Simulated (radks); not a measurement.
Results of a calculation; reference values are marked as such.
Question: Species: the copper ion Cu4+. Configuration: [Ar] 3d7 (the NIST ground configuration). Code: a radial shooting solver on a logarithmic mesh with Libxc functionals. Model: scalar-relativistic Kohn-Sham, r2SCAN, spin-polarised, spherical densities, finite nucleus; open shells are filled with parallel spins first; meta-GGA in the generalised Kohn-Sham scheme; Fermi nuclear charge, rms radius 3.8823 fm. Some entries of the table are withheld. Estimate them.

orbital,occ.,eigenvalue (hartree),<r^2> (bohr^2)
1s down,1,-328.8931,0.003659
1s up,1,-328.8926,0.003659
2s up,1,-42.13397,0.06518
2s down,1,-42.03335,0.06496
2p up,3,-36.65398,(1)
2p down,3,-36.57811,(2)
3s up,1,-6.98641,(3)
3s down,1,-6.79881,(4)
3p up,3,-5.34167,0.6133
3p down,3,-5.15483,0.6221
3d up,5,-2.69479,0.7843
3d down,2,-2.50871,0.8267

Answer: 
(1) 2p up <r^2> (bohr^2): 0.05235
(2) 2p down <r^2> (bohr^2): 0.05213
(3) 3s up <r^2> (bohr^2): 0.5592
(4) 3s down <r^2> (bohr^2): 0.5646
